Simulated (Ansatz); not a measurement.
Relaxation of Sn₅Au with UKS PBE-D4/def2-SVP.

```sh
$ ansatz run in.yaml --threads 6 --pin off --events-out ev --progress --plain --max-ram 7833MiB
```

```yaml
crystal:
  periodic: [false, false, false]
  atoms:
    - {symbol: Au, position_ang: [0.360970, 1.789940, -1.413020]}
    - {symbol: Sn, position_ang: [0.174680, -1.192870, 1.721600]}
    - {symbol: Sn, position_ang: [-1.497590, -1.926870, -0.580760]}
    - {symbol: Sn, position_ang: [1.357890, 1.257210, 1.111500]}
    - {symbol: Sn, position_ang: [1.056710, -0.738120, -1.082880]}
    - {symbol: Sn, position_ang: [-1.452670, 0.810710, 0.243550]}
basis:
  gaussian: {orbitals: def2-SVP}
magnetization: {spin_polarized: true, initial_magnetization: 1}
hamiltonian: {xc: pbe, dispersion: d4}
scf: {lower_state_search: "off"}
output: {orbitals: {seedname: orbitals}}
relax: {f_tol: 0.03, max_steps: 70}
```

It took 42 s on 6 threads of Intel Xeon on a shared host.

Positions (Å) and forces (eV/Å) at steps 1, 2, 3, 4, 5, 7 of 7:

```xyz
6
step=1 energy=-32857.8828 eV
Au    0.361    1.790   -1.413    0.147    1.032   -0.919
Sn    0.175   -1.193    1.722   -0.078   -0.688    0.710
Sn   -1.498   -1.927   -0.581   -0.135   -0.198    0.080
Sn    1.358    1.257    1.111    0.688    0.526    0.751
Sn    1.057   -0.738   -1.083    1.666   -1.531   -1.377
Sn   -1.453    0.811    0.244   -2.286    0.859    0.755
6
step=2 energy=-32858.5176 eV
Au    0.361    1.823   -1.451   -0.067   -0.185    0.077
Sn    0.169   -1.231    1.759   -0.008   -0.074    0.034
Sn   -1.493   -1.922   -0.570    0.201    0.165    0.137
Sn    1.393    1.283    1.154   -0.015   -0.080    0.064
Sn    1.186   -0.839   -1.188    0.364   -0.188   -0.372
Sn   -1.616    0.886    0.296   -0.473    0.362    0.061
6
step=3 energy=-32858.6042 eV
Au    0.300    1.650   -1.370   -0.050    0.141   -0.272
Sn    0.179   -1.216    1.741    0.070   -0.008    0.158
Sn   -1.405   -1.792   -0.559   -0.131   -0.069   -0.175
Sn    1.386    1.264    1.173   -0.028   -0.082    0.024
Sn    1.300   -0.900   -1.302   -0.052    0.089    0.196
Sn   -1.759    0.994    0.317    0.190   -0.072    0.070
6
step=4 energy=-32858.5799 eV rejected
Au    0.184    1.609   -1.528   -0.033   -0.092    0.050
Sn    0.152   -1.300    1.819   -0.091    0.124   -0.343
Sn   -1.387   -1.679   -0.671   -0.055   -0.239    0.186
Sn    1.335    1.218    1.094    0.269    0.128    0.377
Sn    1.386   -0.865   -1.164    0.008    0.001   -0.160
Sn   -1.670    1.017    0.450   -0.098    0.077   -0.110
6
step=5 energy=-32858.6386 eV
Au    0.259    1.665   -1.457   -0.033   -0.017   -0.038
Sn    0.162   -1.250    1.766    0.004    0.005    0.002
Sn   -1.420   -1.783   -0.605    0.017   -0.007    0.034
Sn    1.374    1.249    1.146    0.033   -0.029    0.096
Sn    1.322   -0.871   -1.222    0.001    0.014   -0.054
Sn   -1.697    0.991    0.372   -0.023    0.034   -0.041
6
step=7 energy=-32858.6413 eV
Au    0.252    1.664   -1.468    0.000    0.003   -0.002
Sn    0.162   -1.252    1.770   -0.004   -0.003   -0.003
Sn   -1.414   -1.786   -0.591   -0.001   -0.006    0.003
Sn    1.376    1.234    1.166    0.002    0.002    0.000
Sn    1.319   -0.860   -1.234    0.007   -0.001   -0.001
Sn   -1.696    1.000    0.357   -0.003    0.005    0.004
```

In the def2 sets Au, Sn take a core potential; there is no spin–orbit coupling. The structure comes from a short search, and lower isomers may exist.
